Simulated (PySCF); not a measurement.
Species: C4H9BN2.
Numbering: `[CH2:1]=[CH:2][N:3]1[BH:4][NH:5][CH2:6][CH2:7]1` (hydrogens: H8, H9 on C1; H10 on C2; H11 on B4; H12 on N5; H13, H14 on C6; H15, H16 on C7)

Level of theory: PBE0-D3(BJ)/def2-SVP geometry optimisation, gas phase in PySCF 2.14.0.

Problem. Give the optimised bond lengths and angles.

Solution. 
```json
{"bond": "C1=C2", "length (Å)": "1.344", "order": "double"}
{"bond": "C2–N3", "length (Å)": "1.374", "order": "single"}
{"bond": "N3–B4", "length (Å)": "1.432", "order": "single"}
{"bond": "B4–N5", "length (Å)": "1.404", "order": "single"}
{"bond": "N5–C6", "length (Å)": "1.450", "order": "single"}
{"bond": "C6–C7", "length (Å)": "1.545", "order": "single"}
{"bond": "N3–C7", "length (Å)": "1.453", "order": "single"}
{"bond": "C1–H8", "length (Å)": "1.092", "order": "single"}
{"bond": "C1–H9", "length (Å)": "1.090", "order": "single"}
{"bond": "C2–H10", "length (Å)": "1.095", "order": "single"}
{"bond": "B4–H11", "length (Å)": "1.204", "order": "single"}
{"bond": "N5–H12", "length (Å)": "1.008", "order": "single"}
{"bond": "C6–H13, C6–H14", "length (Å)": "1.104", "order": "single"}
{"bond": "C7–H15, C7–H16", "length (Å)": "1.105", "order": "single"}
```

Bonds in one row agree within 0.01 Å and their mean is given. Orders are formal, as drawn. A selection of angles:
```json
{"angle": "C2–C1–H8", "degrees": "122.7"}
{"angle": "C2–C1–H9", "degrees": "119.7"}
{"angle": "H8–C1–H9", "degrees": "117.5"}
{"angle": "C1–C2–N3", "degrees": "126.7"}
{"angle": "C1–C2–H10", "degrees": "120.1"}
{"angle": "N3–C2–H10", "degrees": "113.2"}
{"angle": "C2–N3–B4", "degrees": "128.7"}
{"angle": "C2–N3–C7", "degrees": "121.0"}
{"angle": "B4–N3–C7", "degrees": "110.3"}
{"angle": "N3–B4–N5", "degrees": "107.9"}
{"angle": "N3–B4–H11", "degrees": "125.1"}
{"angle": "N5–B4–H11", "degrees": "127.0"}
{"angle": "B4–N5–C6", "degrees": "111.9"}
{"angle": "B4–N5–H12", "degrees": "128.2"}
{"angle": "C6–N5–H12", "degrees": "119.9"}
{"angle": "N5–C6–C7", "degrees": "104.4"}
{"angle": "N5–C6–H13", "degrees": "111.8"}
{"angle": "C7–C6–H13", "degrees": "111.0"}
{"angle": "H13–C6–H14", "degrees": "106.7"}
{"angle": "C6–C7–H15", "degrees": "111.9"}
{"angle": "N3–C7–C6", "degrees": "105.4"}
{"angle": "N3–C7–H15", "degrees": "110.4"}
{"angle": "N3–C7–H16", "degrees": "110.6"}
{"angle": "H15–C7–H16", "degrees": "106.6"}
```

Dihedral angles: C1–C2–N3–B4 179° (antiperiplanar); C2–N3–B4–N5 180° (antiperiplanar); N3–B4–N5–C6 -1° (synperiplanar); B4–N5–C6–C7 2° (synperiplanar); N5–C6–C7–N3 -2° (synperiplanar); C2–N3–C7–C6 -179° (antiperiplanar).

Of the pairs four or more bonds apart, C7···H8 is among the closest relative to their van der Waals radii: 2.68 Å, 92 % of the sum of Bondi's values. The 7 heavy atoms lie in one plane (0.009 Å rms). The 2 C–C bonds span 1.344 Å (C1=C2, drawn double) to 1.545 Å (C6–C7, drawn single), a spread of 0.201 Å. The B–N distances run from 1.404 Å (B4–N5, drawn single) to 1.432 Å (N3–B4, drawn single), a spread of 0.028 Å. The 3 C–N bonds span 1.374 Å (C2–N3, drawn single) to 1.453 Å (N3–C7, drawn single), a spread of 0.079 Å. N5 (boron-bound nitrogen) is planar (angles 128.2°, 119.9° and 111.9°, sum 359.9°, 0.02 Å off the plane of its three neighbours). The 5-membered ring N3–B4–N5–C6–C7 has internal angles of 104.4° to 111.9° (sum 540°, against 540° for a flat polygon); it is planar, 0.01 Å rms from its mean plane, widest ring torsion 2°.

Stationary, but not proved a minimum. The numbers are those of one conformer.
